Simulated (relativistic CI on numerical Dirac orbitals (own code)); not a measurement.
# One change at a time: Eu⁵⁵⁺

Base calculation: Dirac-Coulomb-Breit CI, orbitals from a KLI potential per configuration, model QED (radiative potential, 1s self-energy scaled to tabulated hydrogen-like ionisation energies), unscaled Slater integrals.

Configurations in the expansion (outside the closed core 1s2): 2s2.2p4, 2s.2p5, 2p6, 2p5.3s, 2p5.3p, 2p5.3d, 2s2.2p3.3s, 2s2.2p3.3p, 2s2.2p3.3d, 2s.2p4.3s, 2s.2p4.3p, 2s.2p4.3d, 2s2.2p3.4s, 2s2.2p3.4p, 2s2.2p3.4d, 2s2.2p3.4f, 2s.2p4.4s, 2s2.2p2.3s2, 2s.2p4.4p, 2s.2p4.4d, 2s.2p4.4f, 2s2.2p2.3s.3p, 2s2.2p3.5s, 2s2.2p3.5p, 2s2.2p2.3s.3d, 2s2.2p2.3p2, 2s2.2p3.5d, 2s2.2p3.5f, 2s2.2p3.5g, 2s2.2p2.3p.3d, 2s.2p3.3s2, 2s2.2p2.3d2, 2s.2p3.3s.3p, 2s.2p3.3s.3d, 2s.2p3.3p2, 2s.2p4.5s. Levels of other configurations are missing.

Variants: (1) P86 correlation estimate; (2) Breit term removed; (3) one mean potential for all configurations. Shifts of the energy above 2s2.2p4 3P_2, in eV, for the lowest level and the first level of each name with at least 55 % of one term (blank where a level changes its place among those of its configuration and J or its character, or is not in the variant):

```
           Level     Base   Δ(1)    Δ(2)   Δ(3)
    2s2.2p4 3P_2     0.00   0.00    0.00   0.00
    2s2.2p4 1S_0    47.98   0.00   -5.13  -0.01
    2s2.2p4 3P_1   670.48   0.00   +6.05  +0.07
    2s2.2p4 1D_2   688.69   0.00  +10.77  +0.07
    2s.2p5 3P°_2   992.86  +0.20   -0.53  +0.19
    2s.2p5 1P°_1  1060.28  +0.20   -2.00  +0.19
    2s2.2p4 3P_0  1377.16   0.00  +13.89  +0.13
    2s.2p5 3P°_0  1672.95  +0.20   +5.64  +0.19
    2s.2p5 3P°_1  1707.97  +0.20   +8.11  +0.19
        2p6 1S_0  2088.25  +0.33   -3.72  +0.49
 2s2.2p3.3p 3P_0  6520.55  +1.52   +5.39  -0.11
2s2.2p3.3d 3P°_0  6587.04  +1.19   +5.31  -0.27
2s2.2p3.3s 3S°_1  6852.89  +1.42  +16.37  +0.20
2s2.2p3.3s 3D°_3  6866.46  +1.42  +22.76  +0.32
2s2.2p3.3s 1D°_2  6873.37  +1.42  +21.98  +0.22
2s2.2p3.3s 3P°_0  6906.86  +1.42  +14.17  +0.14
2s2.2p3.3s 3P°_1  6910.06  +1.42  +14.90  +0.10
 2s2.2p3.3p 3D_1  6999.86  +1.52  +12.55  +0.14
 2s2.2p3.3p 3F_4  7153.13  +1.52  +23.44  +0.39
  2s.2p4.3s 1S_0  7235.11  +1.59   +3.60  +0.03
```

At this charge energies of transitions that change n are usually good to better than 1 %, and those within a shell (Δn = 0) to a few per cent.

Ionisation energy from the two ground configurations alone: base 11455.8 eV; Breit term removed 11466.5 eV. The NIST ASD value (theoretical) is 11457 eV.

LS names give the leading component of a level, which can be under half, so a name can repeat, a term be missing and a line seem to break the LS rules.
